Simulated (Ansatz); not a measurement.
The cluster Te2Pb, relaxed as a singlet with RKS r2SCAN-D4/def2-SVP in Ansatz, starting from the GFN1-xTB geometry. Force threshold 0.02 eV/Å.

In the def2 sets Pb, Te take a core potential; there is no spin–orbit coupling. The structure comes from a short search, and lower isomers may exist.

Start:

```xyz
3

Pb    1.5959    1.0014    1.3352
Te    0.5197   -0.7190   -0.5563
Te   -2.1156   -0.2824   -0.7789
```

| step | energy (eV) | largest force component (eV/Å) | SCF passes |
| --- | --- | --- | --- |
| 1 | -19843.9729 | 0.315 | 46 |
| 2 | -19844.2129 | 0.487 | 38 |
| 3 | -19844.5234 | 0.615 | 38 |
| 4 | -19844.9243 | 0.844 | 41 |
| 5 | -19845.3527 | 0.624 | 41 |
| 6 (rejected) | -19845.3009 | 1.219 | 36 |
| 7 | -19845.4448 | 0.014 | 35 |

Force components are those of the run's own axes.

End:

```xyz
3

Pb    0.7640    0.9572    1.0923
Te    0.8515   -1.1139   -0.8506
Te   -1.6155    0.1567   -0.2417
```

Bonds formed: Pb1–Te3 (atoms count from 1). The end is the same structure that another start reached, the lowest one found.

No frequencies were taken in this run, so the end may be a saddle point.

It took 12 s on 4 threads of Arm Neoverse V1 on a shared host.
